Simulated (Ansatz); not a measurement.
Abridged output of a molecular run in Ansatz:

```
Functional definition: HF
1076 factors; integrals over basis functions are off by at most 6.9e-4 eV
mean field evaluation 1: about -51128.8581 eV, gradient 4.4e1 eV
mean field evaluation 2: about -51129.0802 eV, gradient 4.4e1 eV
mean field evaluation 4: about -51133.1033 eV, gradient 3.6e0 eV
mean field evaluation 8: about -51133.1599 eV, gradient 5.9e-1 eV
mean field -51133.16072411 eV, -1879.1089973098 hartree, gradient 1.3e-6 eV, S^2 0.000000; 0 other end points of the search recorded, 0 dependent functions left out
11 core orbitals not correlated: weight in the atoms' cores, before any rotation towards them, 1.000 or more for the frozen orbitals, at most 0.000 for the correlated occupied ones
reference -51133.16072411 eV, -1879.1089973098 hartree; 12, 12 occupied and 145, 145 virtual orbitals, 1076 factors
second order -23.37923031 eV of doubles, -0.00000000 eV of singles
cycle   1  -21.71466381 eV  change     1.7e0 eV  update   1.3e-1
cycle   2  -22.42165977 eV  change   -7.1e-1 eV  update   5.5e-2
cycle   3  -22.58960371 eV  change   -1.7e-1 eV  update   2.3e-2
cycle   4  -22.55977559 eV  change    3.0e-2 eV  update   7.9e-3
cycle   5  -22.54941602 eV  change    1.0e-2 eV  update   3.6e-3
cycle   6  -22.55208771 eV  change   -2.7e-3 eV  update   1.4e-3
cycle   7  -22.55248653 eV  change   -4.0e-4 eV  update   6.6e-4
cycle   8  -22.55187539 eV  change    6.1e-4 eV  update   2.7e-4
cycle   9  -22.55182573 eV  change    5.0e-5 eV  update   1.2e-4
cycle  10  -22.55203863 eV  change   -2.1e-4 eV  update   5.3e-5
cycle  11  -22.55193467 eV  change    1.0e-4 eV  update   1.9e-5
cycle  12  -22.55192449 eV  change    1.0e-5 eV  update   8.8e-6
perturbative correction -0.73900824 eV, -0.0271580519 hartree
Total energy: -51156.45165684 eV, -1879.9649233006 hartree
```

Its atoms:

Cartesian coordinates in Å:
```
B -1.2386 0.7963 0.2084
Zn 0.4791 -0.2243 -0.1842
O 1.9960 -1.0502 -0.6277
H -1.9147 0.5583 1.1674
H -1.6334 1.6710 -0.5075
H 2.3116 -1.7512 -0.0564
```

**Question.** Which basis set was used?
A. def2-TZVPPD
B. def2-TZVPP
C. cc-pV(D+d)Z
D. cc-pV(Q+d)Z

**Answer.** B. It gives 168 functions.

**Question.** Write the keys of the input that set method, charge and spin (a neutral closed shell needs none for the last two).

**Answer.** 
```yaml
correlation: {method: ccsd_t, frozen_orbitals: {B: 1, H: 0, O: 1, Zn: 9}}
```
